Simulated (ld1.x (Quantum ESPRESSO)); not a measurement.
titanium: excitation energies, all-electron against ultrasoft

* Element: Ti
* Generator: ld1.x (Quantum ESPRESSO) 7.5
* Type: ultrasoft
* Functional: PBEsol
* Relativity: scalar-relativistic
* Frozen core: [Ne]
* Valence charge: 12
* Reference configuration: 3s2 3p6 3d2.5 4s1.5 4p0
* Partial waves: 3s (bound): rcut 1.35, rcutus 1.55 bohr; 4s (bound): rcut 1.35, rcutus 1.55 bohr; 3p (bound): rcut 1.50, rcutus 1.85 bohr; 4p (bound, empty): rcut 1.50, rcutus 1.85 bohr; 3d (bound): rcut 1.80, rcutus 2.40 bohr; 3d channel at 0.05 Ry: rcut 1.80, rcutus 2.40 bohr
* Local potential: all-electron potential smoothed inside 1.20 bohr (lloc = -1)
* Core correction: Bessel-smoothed model core, default radius (core density twice the valence density)
* Augmentation charge: PSQ, inside the norm-conserving radii

Energies are relative to the spin-unpolarised reference configuration 3s2 3p6 3d2.5 4s1.5 4p0; without spin polarisation the order of configurations can differ from experiment. The frozen-core shift is the all-electron ΔE with the core orbitals held at their reference shape minus the fully relaxed ΔE.

Its overlap operator is not positive definite in a basis up to 400 Ry (lowest eigenvalue p -0.85), so the file is unfit for use: the generalised eigenproblem breaks down once the basis is large enough, and its test numbers describe a broken file.

```csv
valence configuration,charge,ΔE all-electron (eV),error AE − PS (meV),frozen-core shift (meV)
3s2 3p6 3d2 4s2 4p0,0,-0.350,+9.6,-0.9
3s2 3p6 3d2 4s1 4p0,+1,7.009,+5.3,-0.5
3s2 3p6 3d2 4s0 4p0,+2,20.479,+1.4,+0.1
3s2 3p6 3d2 4s1.5 4p0,+0.5,2.594,+7.3,-0.8
3s2 3p6 3d2 4s0 4p2,0,5.956,+1.6,-0.6
3s2 3p6 3d1 4s2 4p1,0,4.347,+142,-2.7
3s2 3p5 3d2 4s2 4p0,+1,45.122,+167,+7.4
```

Levels in the configuration 3s2 3p6 3d2 4s1.5 4p0:

```tsv
level	all-electron (eV)	pseudo (eV)
3s	-65.919	-65.860
3p	-42.247	-42.199
3d	-7.670	-7.634
4s	-7.332	-7.336
```

A variational frozen-core shift is positive and of second order in the change. This column holds negative values, so the frozen-core run of ld1.x carries numerical noise or an error of first order here, and the column gives no more than the rough size of the effect.

The ghost test of this file was not conclusive.
